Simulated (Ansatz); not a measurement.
Question: Predict a relaxed structure of SnMe3(OiPr) (C₆H₁₆OSn), charge 0, singlet, at r2SCAN-D4/def2-SVP (Ansatz).

Answer: 
```xyz
24

Sn   -0.495   -1.138   -0.378
C     1.466   -2.015   -0.168
H     2.234   -1.353   -0.595
H     1.503   -2.982   -0.693
H     1.689   -2.181    0.896
C    -2.065   -2.299    0.516
H    -2.260   -3.214   -0.065
H    -2.984   -1.695    0.551
H    -1.784   -2.577    1.542
C    -0.961   -0.567   -2.408
H    -1.674    0.270   -2.387
H    -1.418   -1.410   -2.948
H    -0.054   -0.250   -2.943
O    -0.520    0.519    0.766
C     0.620    1.342    0.905
C     0.318    2.352    2.003
C     0.982    2.031   -0.410
H     1.500    0.738    1.228
H    -0.545    2.972    1.710
H     1.180    3.011    2.195
H     0.057    1.828    2.936
H     1.240    1.294   -1.190
H     0.124    2.621   -0.772
H     1.847    2.704   -0.292
```
 This is one stationary point.

In the def2 sets Sn takes a core potential; there is no spin–orbit coupling.
